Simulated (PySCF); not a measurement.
Al(H)(Et)(OMe) (C₃H₉AlO), SMILES C[O][AlH][CH2]C.

Geometry: PBE0-D3(BJ)/def2-SVP. The structure was generated by enumeration; whether it is a known compound was not checked. The values are those of a single conformer.

All values below come from PBE0-D3(BJ)/def2-SVP (PySCF 2.14.0).

Frequencies are harmonic and unscaled.

A small imaginary wavenumber (i) marks a very flat motion, where grid noise or a shallow saddle decides the sign.

Computed vibrational spectrum:
```tsv
mode	ν (cm⁻¹)	IR (km/mol)	Raman (Å⁴/amu)	depolarisation	moving atoms (share of kinetic energy)
1	8i	0.1	0.1	0.75	H 39 %, C 35 %, Al 21 %
2	84	1.6	0.4	0.55	C 41 %, H 28 %, Al 24 %
3	94	0.3	0.1	0.75	H 72 %, C 13 %
4	115	3.3	0.1	0.75	H 50 %, O 40 %, C 10 %
5	167	9.7	0.5	0.66	O 34 %, H 27 %, C 26 %, Al 13 %
6	194	2.5	0.2	0.75	H 84 %, C 12 %
7	263	10.3	2.7	0.41	C 59 %, H 18 %, O 15 %, Al 8 %
8	420	58.4	1.4	0.74	H 85 %, Al 10 %
9	604	47.8	19.0	0.11	C 45 %, Al 30 %, H 19 %
10	625	111.5	2.1	0.71	H 72 %, C 18 %, Al 10 %
11	665	113.4	10.2	0.75	H 79 %, O 13 %
12	753	160.1	5.6	0.26	Al 51 %, H 19 %, C 18 %, O 12 %
13	921	5.7	0.1	0.74	H 92 %
14	958	16.6	1.5	0.52	H 86 %, C 13 %
15	1053	26.5	5.6	0.39	C 73 %, H 27 %
16	1187	28.7	2.5	0.73	H 69 %, C 22 %, O 9 %
17	1191	0.3	1.1	0.75	H 76 %, C 19 %
18	1220	1.6	6.5	0.15	H 59 %, C 41 %
19	1238	2.6	1.9	0.75	H 77 %, C 23 %
20	1265	354.2	3.1	0.31	O 56 %, C 33 %, H 8 %
21	1395	5.7	6.4	0.71	H 84 %, C 16 %
22	1421	4.3	9.2	0.75	H 89 %, C 11 %
23	1470	3.4	16.2	0.74	H 97 %
24	1473	1.6	20.9	0.75	H 97 %
25	1479	1.8	24.6	0.67	H 94 %
26	1481	7.2	20.1	0.75	H 97 %
27	1483	25.3	14.5	0.74	H 90 %, C 9 %
28	1916	198.7	130.7	0.13	H 96 %
29	2996	112.5	161.1	0.01	H 97 %
30	3038	39.1	33.3	0.74	H 95 %
31	3042	13.9	231.2	0.01	H 96 %
32	3076	50.8	99.6	0.56	H 91 %, C 9 %
33	3086	4.5	110.9	0.75	H 91 %, C 9 %
34	3090	40.4	127.2	0.75	H 90 %, C 10 %
35	3124	23.3	109.8	0.69	H 91 %, C 9 %
36	3131	24.8	39.4	0.75	H 91 %, C 9 %
```
